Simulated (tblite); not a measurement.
Species: C8H16N2.
Geometry (GFN2-xTB, Å), atoms numbered from 1 in this order:
```xyz
26
C8H16N2 angstrom
C      3.4306    0.6032   -0.2364
N      2.1955   -0.0586    0.1256
C      2.3004   -1.4958    0.2799
N      1.1296    0.5935   -0.3445
C     -0.0735    0.2383   -0.5164
C     -0.8098   -1.0656   -0.3159
C     -1.8876   -0.8718    0.7564
C     -2.8518    0.2383    0.3516
C     -2.0950    1.5410    0.1133
C     -1.0091    1.3408   -0.9467
H      3.8453    0.2224   -1.1783
H      4.1667    0.4625    0.5563
H      3.2205    1.6636   -0.3496
H      1.5937   -1.8435    1.0334
H      2.1299   -2.0357   -0.6605
H      3.3053   -1.7232    0.6309
H     -1.2980   -1.3294   -1.2601
H     -0.1603   -1.8912   -0.0379
H     -2.4342   -1.8070    0.9046
H     -1.4084   -0.6082    1.7029
H     -3.3727   -0.0525   -0.5645
H     -3.6029    0.3809    1.1320
H     -1.6271    1.8657    1.0455
H     -2.7867    2.3235   -0.2071
H     -0.4413    2.2598   -1.0883
H     -1.4802    1.0714   -1.8963
```

All values are computed: GFN2-xTB (tblite) harmonic vibrations without scaling, gas phase. Errors from tens to a few hundred cm⁻¹ against measured bands are possible. One conformer, not necessarily the lowest.

Harmonic wavenumbers (cm⁻¹): 57.5, 64.3, 145.1, 151.0, 197.3, 213.5, 263.4, 281.3, 326.6, 361.1, 377.5, 420.3, 448.3, 491.9, 573.1, 644.0, 790.9, 816.2, 863.3, 886.6, 907.7, 951.3, 967.6, 982.9, 1027.7, 1043.4, 1072.7, 1077.2, 1083.4, 1105.6, 1120.9, 1130.1, 1139.3, 1202.1, 1211.3, 1235.9, 1242.2, 1250.3, 1287.9, 1307.7, 1329.8, 1336.5, 1349.0, 1354.3, 1395.7, 1406.0, 1467.2, 1472.6, 1475.2, 1482.9, 1488.1, 1489.8, 1490.4, 1501.7, 1507.6, 1748.9, 2893.8, 2898.8, 2932.9, 2944.6, 2952.1, 2957.5, 2964.0, 2973.4, 2977.3, 2982.4, 2985.5, 2997.7, 3010.7, 3023.2, 3047.8, 3052.4.

A = 2753, B = 778.6, C = 656.7 MHz; mass 140.131 u (most abundant isotopes); point group C1, symmetry number 1.

Q: Zero-point energy?

A: ½Σν̃ = 50805 cm⁻¹ = 607.76 kJ/mol.

Q: What is S at 273.15 K and 1 bar for an ideal gas of classical rigid rotors and harmonic oscillators?

A: Translation 168.68, rotation 123.65, vibration 115.54: S = 407.9 J/(mol K).

Q: And Cp and H(273.15 K) − H(0)?

A: Cp = 166.02 J/(mol K), of which vibrations give 132.77 (their classical limit is 72 R = 598.6); H(273.15 K) − H(0) = 26.57 kJ/mol without the zero-point energy, 17.48 from vibrations.

Q: Blend soft modes into free rotors: weight 1/[1 + (100 cm⁻¹/ν̃)⁴] for the oscillator and the rest for a rotor with moment μB/(μ + B), μ = h/(8π²ν), B = 10⁻⁴⁴ kg m². What vibrational entropy results?

A: 108.16 J/(mol K) in place of 115.54, which changes −T·S at 273.15 K by +2.02 kJ/mol.

Q: Which modes carry the vibrational entropy at 273.15 K?

A: 57.5 cm⁻¹: 18.28; 64.3 cm⁻¹: 17.36; 145.1 cm⁻¹: 10.75; 151.0 cm⁻¹: 10.43; 197.3 cm⁻¹: 8.36; 213.5 cm⁻¹: 7.76 J/(mol K); the other 66 give 42.60 together.

Q: How do the functions run with temperature in this model?

A: 
```
 T (K)  S (J/(mol K))  Cp (J/(mol K))  H − H(0) (kJ/mol)  G − H(0) (kJ/mol)  ln q(vib)
    50          246.8            52.7               2.04             -10.30       0.42
   100          291.7            80.0               5.35             -23.82       1.51
298.15          423.0           180.0              30.89             -95.23       6.91
373.15          468.0           223.0              46.00            -128.64       9.06
   500          542.9           290.6              78.69            -192.79      12.80
   750          681.0           389.8             164.62            -346.10      20.30
  1000          802.7           455.6             270.84            -531.89      27.62
```

q(vib) and H(0) count from the zero-point level.

Q: What must be added to the electronic energy to get the Gibbs energy at 273.15 K and 1 bar?

A: ZPE + [H(273.15 K) − H(0)] − T·S = 607.76 + 26.57 − 111.41 = 522.92 kJ/mol.

Hindered rotation and anharmonicity are outside this model. Other conformers, if any are populated, would add a mixing term that is left out. The structure is chiral; the term R ln 2 for an equal mix with its mirror image is left out.
